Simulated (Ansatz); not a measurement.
Molecule: CH$_{7}$NSi, net charge 0, singlet state. 
Coordinates optimised at B3LYP-D3(BJ)/def2-TZVP (Ansatz, a first-principles code):
```
N
H 1 1.0081
C 1 1.4559 2 113.51
H 3 1.0921 1 109.42 2 169.54
H 3 1.0923 4 107.16 1 120.13
H 3 1.0971 4 107.53 5 116.04
Si 1 1.7195 2 117.75 3 -155.24
H 7 1.4811 1 107.37 2 -32.05
H 7 1.4832 8 110.95 1 118.64
H 7 1.4910 8 108.09 9 116.54
```

Basis-set convergence of Hartree-Fock and CCSD(T) correlation energies (hartree) with Ansatz. Valence correlation only, unless marked. No spin-orbit coupling. Non-relativistic.

| basis | functions | E(HF) | E(corr, CCSD(T)) |
|---|---|---|---|
| aug-cc-pV(D+d)Z | 141 | -385.34849 | -0.50785 |
| aug-cc-pV(T+d)Z | 308 | -385.38941 | -0.59524 |
| aug-cc-pV(Q+d)Z | 571 | -385.39893 | -0.62060 |

Extrapolating the two largest sets (X = 3 and 4) as X^-3: E(corr) = (64·(-0.62060) - 27·(-0.59524))/37 = -0.6391 Eh, an estimate of the basis-set limit. The largest set recovers 97.1 % of it, the smallest 79.5 %.
